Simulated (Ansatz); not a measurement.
Two isomers of C3H8OSi: A = `CC(C)[Si]O`, B = `CC1C[SiH2]O1`.

Program: Ansatz. Geometries: PBE0-D4/def2-TZVP. ΔE: electronic, gas phase. CCSD(T)/CBS is the MP2 limit (def2-TZVPP, def2-QZVPP) plus CCSD(T) − MP2 in def2-TZVPP, frozen cores. Functionals use def2-TZVPP. B3LYP here is the variant with VWN-RPA as its local correlation; programs differ in this. Each species was taken in one conformer, which may not be the lowest.

Task: Which isomer does CCSD(T)/CBS put lower? Give the gap. (An estimate is asked.)

Result: Ansatz gave: B, by 23.1 kJ/mol.

Task: Give E(B) − E(A) in kJ/mol with BLYP-D4, B3LYP-D4, PBE-D4, MP2/def2-TZVPP, HF/def2-TZVPP, ωB97M-V, CCSD/def2-TZVPP. (An estimate is asked.)

Result: Computed: BLYP-D4 -6.6, B3LYP-D4 -17.2, PBE-D4 -18.4, MP2/def2-TZVPP -30.8, HF/def2-TZVPP -41.7, ωB97M-V -20.0, CCSD/def2-TZVPP -24.3. None reverses the order clearly.

Task: Does the order hold for the free energy at 298.15 K (harmonic terms from PBE0-D4)? (Best estimate.)

Result: Computed: Yes: G(B) − G(A) = -24.7 kJ/mol, for one conformer each. Modes under 60 cm⁻¹, often nearly free rotors, make the harmonic entropy too high.

Largest T1 diagnostic: 0.013.

In def2-TZVPP, CCSD(T) changes the Hartree–Fock value by +18.5 kJ/mol (the triples alone add +1.1 kJ/mol) and MP2 by +10.9 kJ/mol. At CCSD(T), def2-SVP lies +3.4 kJ/mol from the extrapolated value and def2-TZVPP −0.1 kJ/mol.
